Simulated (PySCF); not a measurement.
# Radial density of V (vanadium, neutral)

UHF, [Ar] 3d3 4s1 4p1, one real determinant (an excited configuration). All numbers are calculated (PySCF 2.14, scalar relativity by spin-free X2C-1e, in aug-cc-pVDZ-DK (7s6p4d2f, 59 functions)).

```
r (bohr)  4πr²ρ (e/bohr)  4πr²(ρα − ρβ)
 0.00118          0.1899         0.0001
 0.00199          0.4838         0.0002
 0.00335           1.207         0.0004
 0.00563           2.905         0.0010
 0.00947           6.571         0.0022
  0.0159           13.32         0.0043
  0.0268           22.33         0.0067
  0.0450           27.48         0.0069
  0.0758           23.01         0.0057
   0.127           22.09         0.0305
   0.214           29.82         0.1447
   0.361           16.69         0.5976
   0.607           9.600         1.7465
    1.02           10.34         2.1124
    1.72           2.704         1.2286
    2.89          0.8022         0.7761
    4.85          0.3184         0.3184
    8.17         0.03081         0.0308
    13.7       3.476e-05         0.0000
```

Densities and radii are taken from the X2C orbitals without a picture-change correction, which distorts them close to the nucleus.

⟨L²⟩ = 14.02 against 20 for a pure G term, so this real determinant mixes terms.
